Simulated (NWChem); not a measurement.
System: CH₆ClNOSi; SMILES NC[Si@H](O)Cl

The following NWChem deck was run.

```
start job
memory heap 200 mb stack 900 mb global 1100 mb
geometry units angstroms noautoz
  N      0.420141    -2.605370    -0.035046
  C      0.919012    -1.251722    -0.263186
  Si    -0.256051     0.065751     0.381755
  O     -1.769530    -0.118421    -0.278505
  Cl     0.488657     1.957485    -0.061151
  H      0.357861    -2.806196     0.961530
  H     -0.524278    -2.705204    -0.404245
  H      1.098702    -1.098202    -1.342583
  H      1.912002    -1.137805     0.204429
  H     -0.461493    -0.050521     1.848008
  H     -1.878808     0.117209    -1.204966
end
basis spherical
  * library aug-pcseg-1
end
dft
  xc xtpss03 ctpss03
  iterations 150
  semidirect filesize 400000000
  mulliken
end
task dft energy
```

The geometry was optimised at PBE0/def2-SVP.

Question: Give the results of this calculation. (TPSS/aug-pcseg-1.) Quantities: basis functions; energy (Ha); highest occupied level (eV); orbital gap (eV); dipole (D).

Answer: The number of basis functions comes out as 177, the energy (Ha) comes out as -921.50 and the highest occupied level (eV) comes out as -5.63. The orbital gap (eV) is 4.72 and the dipole (D) is 1.08.
